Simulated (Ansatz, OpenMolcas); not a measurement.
# Ansatz → OpenMolcas

Ansatz 0.2.0 runs this on SiN2H6O (SMILES N[SiH](N)O):

run.yaml:
```yaml
crystal:
  periodic: [false, false, false]
  atoms:
    - {symbol: "N", position_ang: [-0.775500, 1.215500, -0.137800]}
    - {symbol: Si, position_ang: [0.492300, 0.085700, 0.087100]}
    - {symbol: N, position_ang: [-0.248600, -1.249800, 0.847400]}
    - {symbol: O, position_ang: [1.206700, -0.118300, -1.384200]}
    - {symbol: H, position_ang: [-0.620700, 2.036300, -0.700200]}
    - {symbol: H, position_ang: [-1.413200, 1.405300, 0.618200]}
    - {symbol: H, position_ang: [1.642700, 0.459500, 0.944000]}
    - {symbol: H, position_ang: [-1.123500, -1.625000, 0.519700]}
    - {symbol: H, position_ang: [0.302300, -1.942900, 1.325300]}
    - {symbol: H, position_ang: [0.620800, -0.317400, -2.116600]}
basis:
  gaussian:
    orbitals: def2-SVP
hamiltonian:
  xc: pbe
accuracy: high
output:
  orbitals: {seedname: orbitals}
```

```bash
$ ansatz run run.yaml --threads 1 --pin off --max-ram 3480MiB --events-out events.jsonl --progress --plain --runs-dir runs
```

The shape is that of a PBE0-D4/def2-TZVP optimisation. This is one conformer, not always the lowest.

It gives a total energy of -477.323205 Eh.

Question: Write the same calculation for OpenMolcas 26.06 as an input file of the program's own, asking for the gradient.

Answer: For example:

test.input:
```
&GATEWAY
  BasLib=$CurrDir
  BasisSet
  N.def2-SVP....
  N1 -0.775500 1.215500 -0.137800 angstrom
  N3 -0.248600 -1.249800 0.847400 angstrom
  End of Basis
  BasisSet
  Si.def2-SVP....
  Si2 0.492300 0.085700 0.087100 angstrom
  End of Basis
  BasisSet
  O.def2-SVP....
  O4 1.206700 -0.118300 -1.384200 angstrom
  End of Basis
  BasisSet
  H.def2-SVP....
  H5 -0.620700 2.036300 -0.700200 angstrom
  H6 -1.413200 1.405300 0.618200 angstrom
  H7 1.642700 0.459500 0.944000 angstrom
  H8 -1.123500 -1.625000 0.519700 angstrom
  H9 0.302300 -1.942900 1.325300 angstrom
  H10 0.620800 -0.317400 -2.116600 angstrom
  End of Basis

&SEWARD
  GridInput
  Grid=UltraFine
  End of Grid

&SCF
  KSDFT=PBE
  Thresholds=1e-10 1e-07 1e-07 1e-05
  PrOrbitals=1 2

&ALASKA
```

```bash
$ export MOLCAS_MEM=1860
$ pymolcas test.input > test.log
```

(Basis files named in the input come from the Basis Set Exchange and aren't shown.)

Its energy is -477.323205 Eh, the same as the first but for the last digit, at most.
